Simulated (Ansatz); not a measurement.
Ansatz (a first-principles code) job for C₂H₈FNOSi, SMILES CN(C)[SiH](F)O, PBE0-D3(BJ)/def2-SVP. 

Ansatz 0.2 input:
```yaml
crystal:
  periodic: [false, false, false]
  atoms:
    - {symbol: Si, position_ang: [0.53020836, -0.59119604, 0.29053241]}
    - {symbol: O, position_ang: [1.03707971, -1.42103042, -0.99744824]}
    - {symbol: F, position_ang: [1.70111552, 0.38598814, 0.81386403]}
    - {symbol: N, position_ang: [-0.73996955, 0.48184083, -0.12478257]}
    - {symbol: C, position_ang: [-1.09342378, 1.60274942, 0.71599333]}
    - {symbol: C, position_ang: [-1.84584127, 0.04509415, -0.94558291]}
    - {symbol: H, position_ang: [0.34714323, -1.61525191, 1.29835923]}
    - {symbol: H, position_ang: [1.40097312, -0.97702424, -1.75951953]}
    - {symbol: H, position_ang: [-1.43949099, 2.43190245, 0.09333488]}
    - {symbol: H, position_ang: [-1.89319005, 1.34460688, 1.41988543]}
    - {symbol: H, position_ang: [-0.22245147, 1.92467323, 1.27866842]}
    - {symbol: H, position_ang: [-1.53679878, -0.79706140, -1.55865436]}
    - {symbol: H, position_ang: [-2.70336006, -0.26320645, -0.33636028]}
    - {symbol: H, position_ang: [-2.16704252, 0.86250907, -1.59734255]}
basis:
  gaussian:
    orbitals: def2-SVP
hamiltonian:
  xc: pbe0
  dispersion: d3bj
relax: {f_tol: 0.002, max_steps: 200}
```

Program output:

```
WARN ansatz: RAYON_NUM_THREADS=1 ignored (pool sized by the plan → 1); use --threads N
Functional definition: PBE0
integrals: 0.10 GiB planned
1377 factors; integrals over basis functions are off by at most 3.6e-4 eV
mean field: 0.63 GiB planned
mean field evaluation 1: about -16308.8905 eV, gradient 6.8e1 eV
mean field evaluation 2: about -16302.7359 eV, gradient 8.8e1 eV
mean field evaluation 4: about -16317.9047 eV, gradient 2.8e0 eV
mean field evaluation 8: about -16317.9432 eV, gradient 3.9e-2 eV
mean field evaluation 16: about -16317.9432 eV, gradient 1.3e-5 eV
mean field -16317.94320488 eV, -599.6733520803 hartree, gradient 1.3e-5 eV, S^2 0.000000; 0 other end points of the search recorded, 0 dependent functions left out
the calculation of the forces begins
reference -16317.94323243 eV, -599.6733530927 hartree; 29, 29 occupied and 99, 99 virtual orbitals, 1377 factors
relax step   1: F+E_penalty+E_count = -16318.20656296 eV  Δ(F+E_penalty+E_count) = +0.000e0 eV  max|allowed force component| = 9.063e-1 eV/Å  Δτ_max = 0.0000 Å  (26 SCF iters, accepted)
these checks for a lower state are left out or cut short: starts, cluster_reference, orbital_swaps, neighbouring_geometries, increment
integrals: 0.10 GiB planned
1377 factors; integrals over basis functions are off by at most 3.6e-4 eV
mean field: 0.63 GiB planned
mean field -16318.01522819 eV, -599.6759988879 hartree, gradient 8.0e-6 eV, S^2 0.000000; 0 other end points of the search recorded, 0 dependent functions left out
the calculation of the forces begins
reference -16318.01525584 eV, -599.6759999043 hartree; 29, 29 occupied and 99, 99 virtual orbitals, 1377 factors
relax step   2: F+E_penalty+E_count = -16318.27742262 eV  Δ(F+E_penalty+E_count) = -7.086e-2 eV  max|allowed force component| = 4.992e-1 eV/Å  Δτ_max = 0.0490 Å  (29 SCF iters, accepted)
these checks for a lower state are left out or cut short: starts, cluster_reference, orbital_swaps, neighbouring_geometries, increment
integrals: 0.10 GiB planned
1377 factors; integrals over basis functions are off by at most 3.5e-4 eV
mean field: 0.63 GiB planned
mean field -16318.03405797 eV, -599.6766908697 hartree, gradient 8.8e-6 eV, S^2 0.000000; 0 other end points of the search recorded, 0 dependent functions left out
the calculation of the forces begins
reference -16318.03408563 eV, -599.6766918861 hartree; 29, 29 occupied and 99, 99 virtual orbitals, 1377 factors
relax step   3: F+E_penalty+E_count = -16318.29585137 eV  Δ(F+E_penalty+E_count) = -1.843e-2 eV  max|allowed force component| = 1.279e-1 eV/Å  Δτ_max = 0.0670 Å  (28 SCF iters, accepted)
these checks for a lower state are left out or cut short: starts, cluster_reference, orbital_swaps, neighbouring_geometries, increment
integrals: 0.10 GiB planned
1377 factors; integrals over basis functions are off by at most 3.5e-4 eV
mean field: 0.63 GiB planned
mean field evaluation 32: about -16318.0138 eV, gradient 6.1e-2 eV
mean field -16318.03726892 eV, -599.6768088698 hartree, gradient 8.6e-6 eV, S^2 0.000000; 0 other end points of the search recorded, 0 dependent functions left out
the calculation of the forces begins
reference -16318.03729649 eV, -599.6768098830 hartree; 29, 29 occupied and 99, 99 virtual orbitals, 1377 factors
relax step   4: F+E_penalty+E_count = -16318.29996214 eV  Δ(F+E_penalty+E_count) = -4.111e-3 eV  max|allowed force component| = 2.888e-1 eV/Å  Δτ_max = 0.1190 Å  (28 SCF iters, accepted)
these checks for a lower state are left out or cut short: starts, cluster_reference, orbital_swaps, neighbouring_geometries, increment
integrals: 0.10 GiB planned
1377 factors; integrals over basis functions are off by at most 3.5e-4 eV
mean field: 0.63 GiB planned
mean field -16318.04022399 eV, -599.6769174668 hartree, gradient 8.7e-6 eV, S^2 0.000000; 0 other end points of the search recorded, 0 dependent functions left out
the calculation of the forces begins
reference -16318.04025149 eV, -599.6769184774 hartree; 29, 29 occupied and 99, 99 virtual orbitals, 1377 factors
relax step   5: F+E_penalty+E_count = -16318.30334675 eV  Δ(F+E_penalty+E_count) = -3.385e-3 eV  max|allowed force component| = 1.913e-1 eV/Å  Δτ_max = 0.0968 Å  (27 SCF iters, accepted)
these checks for a lower state are left out or cut short: starts, cluster_reference, orbital_swaps, neighbouring_geometries, increment
integrals: 0.10 GiB planned
1377 factors; integrals over basis functions are off by at most 3.4e-4 eV
mean field: 0.63 GiB planned
mean field -16318.04381496 eV, -599.6770494326 hartree, gradient 7.9e-6 eV, S^2 0.000000; 0 other end points of the search recorded, 0 dependent functions left out
the calculation of the forces begins
reference -16318.04384249 eV, -599.6770504441 hartree; 29, 29 occupied and 99, 99 virtual orbitals, 1377 factors
relax step   6: F+E_penalty+E_count = -16318.30631674 eV  Δ(F+E_penalty+E_count) = -2.970e-3 eV  max|allowed force component| = 1.236e-1 eV/Å  Δτ_max = 0.0407 Å  (28 SCF iters, accepted)
these checks for a lower state are left out or cut short: starts, cluster_reference, orbital_swaps, neighbouring_geometries, increment
integrals: 0.10 GiB planned
1377 factors; integrals over basis functions are off by at most 3.4e-4 eV
mean field: 0.63 GiB planned
mean field -16318.04459896 eV, -599.6770782441 hartree, gradient 2.3e-5 eV, S^2 0.000000; 0 other end points of the search recorded, 0 dependent functions left out
the calculation of the forces begins
reference -16318.04462648 eV, -599.6770792554 hartree; 29, 29 occupied and 99, 99 virtual orbitals, 1377 factors
relax step   7: F+E_penalty+E_count = -16318.30719215 eV  Δ(F+E_penalty+E_count) = -8.754e-4 eV  max|allowed force component| = 2.515e-2 eV/Å  Δτ_max = 0.0097 Å  (23 SCF iters, accepted)
these checks for a lower state are left out or cut short: starts, cluster_reference, orbital_swaps, neighbouring_geometries, increment
integrals: 0.10 GiB planned
1377 factors; integrals over basis functions are off by at most 3.4e-4 eV
mean field: 0.63 GiB planned
mean field -16318.04475356 eV, -599.6770839255 hartree, gradient 2.5e-5 eV, S^2 0.000000; 0 other end points of the search recorded, 0 dependent functions left out
the calculation of the forces begins
reference -16318.04478108 eV, -599.6770849366 hartree; 29, 29 occupied and 99, 99 virtual orbitals, 1377 factors
relax step   8: F+E_penalty+E_count = -16318.30741414 eV  Δ(F+E_penalty+E_count) = -2.220e-4 eV  max|allowed force component| = 1.180e-2 eV/Å  Δτ_max = 0.0093 Å  (22 SCF iters, accepted)
these checks for a lower state are left out or cut short: starts, cluster_reference, orbital_swaps, neighbouring_geometries, increment
integrals: 0.10 GiB planned
1377 factors; integrals over basis functions are off by at most 3.4e-4 eV
mean field: 0.63 GiB planned
mean field evaluation 64: about -16318.0212 eV, gradient 3.1e-1 eV
mean field -16318.04481787 eV, -599.6770862888 hartree, gradient 8.3e-6 eV, S^2 0.000000; 0 other end points of the search recorded, 0 dependent functions left out
the calculation of the forces begins
reference -16318.04484538 eV, -599.6770872998 hartree; 29, 29 occupied and 99, 99 virtual orbitals, 1377 factors
relax step   9: F+E_penalty+E_count = -16318.30745039 eV  Δ(F+E_penalty+E_count) = -3.625e-5 eV  max|allowed force component| = 3.976e-3 eV/Å  Δτ_max = 0.0050 Å  (23 SCF iters, accepted)
these checks for a lower state are left out or cut short: starts, cluster_reference, orbital_swaps, neighbouring_geometries, increment
integrals: 0.10 GiB planned
1377 factors; integrals over basis functions are off by at most 3.4e-4 eV
mean field: 0.63 GiB planned
mean field -16318.04484453 eV, -599.6770872682 hartree, gradient 2.1e-5 eV, S^2 0.000000; 0 other end points of the search recorded, 0 dependent functions left out
the calculation of the forces begins
reference -16318.04487203 eV, -599.6770882789 hartree; 29, 29 occupied and 99, 99 virtual orbitals, 1377 factors
relax step  10: F+E_penalty+E_count = -16318.30746729 eV  Δ(F+E_penalty+E_count) = -1.690e-5 eV  max|allowed force component| = 2.805e-3 eV/Å  Δτ_max = 0.0048 Å  (22 SCF iters, accepted)
these checks for a lower state are left out or cut short: starts, cluster_reference, orbital_swaps, neighbouring_geometries, increment
integrals: 0.10 GiB planned
1377 factors; integrals over basis functions are off by at most 3.4e-4 eV
mean field: 0.63 GiB planned
mean field -16318.04485778 eV, -599.6770877555 hartree, gradient 9.6e-6 eV, S^2 0.000000; 0 other end points of the search recorded, 0 dependent functions left out
the calculation of the forces begins
reference -16318.04488527 eV, -599.6770887655 hartree; 29, 29 occupied and 99, 99 virtual orbitals, 1377 factors
relax step  11: F+E_penalty+E_count = -16318.30748150 eV  Δ(F+E_penalty+E_count) = -1.421e-5 eV  max|allowed force component| = 4.003e-3 eV/Å  Δτ_max = 0.0069 Å  (23 SCF iters, accepted)
these checks for a lower state are left out or cut short: starts, cluster_reference, orbital_swaps, neighbouring_geometries, increment
integrals: 0.10 GiB planned
1377 factors; integrals over basis functions are off by at most 3.4e-4 eV
mean field: 0.63 GiB planned
mean field -16318.04486295 eV, -599.6770879454 hartree, gradient 1.5e-5 eV, S^2 0.000000; 0 other end points of the search recorded, 0 dependent functions left out
the calculation of the forces begins
reference -16318.04489043 eV, -599.6770889552 hartree; 29, 29 occupied and 99, 99 virtual orbitals, 1377 factors
relax step  12: F+E_penalty+E_count = -16318.30748703 eV  Δ(F+E_penalty+E_count) = -5.524e-6 eV  max|allowed force component| = 1.842e-3 eV/Å  Δτ_max = 0.0050 Å  (23 SCF iters, accepted)
integrals: 0.10 GiB planned
1377 factors; integrals over basis functions are off by at most 3.4e-4 eV
mean field: 0.63 GiB planned
mean field evaluation 96: about -16318.0447 eV, gradient 3.0e-1 eV
mean field -16318.04486295 eV, -599.6770879454 hartree, gradient 1.5e-5 eV, S^2 0.000000; 1 other end points of the search recorded, 0 dependent functions left out
the calculation of the forces begins
reference -16318.04489043 eV, -599.6770889552 hartree; 29, 29 occupied and 99, 99 virtual orbitals, 1377 factors
Total energy: -16318.30751451 eV, -599.6867402120 hartree
Atom 0 at     0.556663    -0.600412     0.306005 Å, force     0.001111     0.000098     0.000498 eV/Å
Atom 1 at     1.077979    -1.346227    -1.069673 Å, force     0.000537    -0.001627    -0.001642 eV/Å
Atom 2 at     1.681726     0.392928     0.929354 Å, force    -0.001842    -0.000694    -0.000796 eV/Å
Atom 3 at    -0.783996     0.412700    -0.039030 Å, force     0.001705     0.001379     0.000850 eV/Å
Atom 4 at    -1.069452     1.611324     0.711201 Å, force    -0.000256    -0.000615    -0.000735 eV/Å
Atom 5 at    -1.841093    -0.017789    -0.920254 Å, force    -0.001384    -0.000943    -0.000591 eV/Å
Atom 6 at     0.384306    -1.697470     1.283942 Å, force    -0.000673     0.000817     0.000678 eV/Å
Atom 7 at     1.201322    -0.776099    -1.835447 Å, force    -0.000054     0.001094     0.000394 eV/Å
Atom 8 at    -1.273147     2.462323     0.034485 Å, force    -0.000283    -0.000295     0.000422 eV/Å
Atom 9 at    -1.952811     1.495765     1.369531 Å, force     0.000025     0.000497     0.000163 eV/Å
Atom 10 at    -0.208283     1.884897     1.336022 Å, force     0.000255     0.000143     0.000186 eV/Å
Atom 11 at    -1.538515    -0.920167    -1.472241 Å, force     0.000418     0.000167     0.000203 eV/Å
Atom 12 at    -2.777931    -0.250625    -0.376850 Å, force    -0.000132    -0.000078    -0.000043 eV/Å
Atom 13 at    -2.081815     0.763445    -1.666098 Å, force     0.000571     0.000056     0.000412 eV/Å
Dipole moment:    -0.375908     0.195392    -0.268353 e Å
```

Self-consistency was reached.
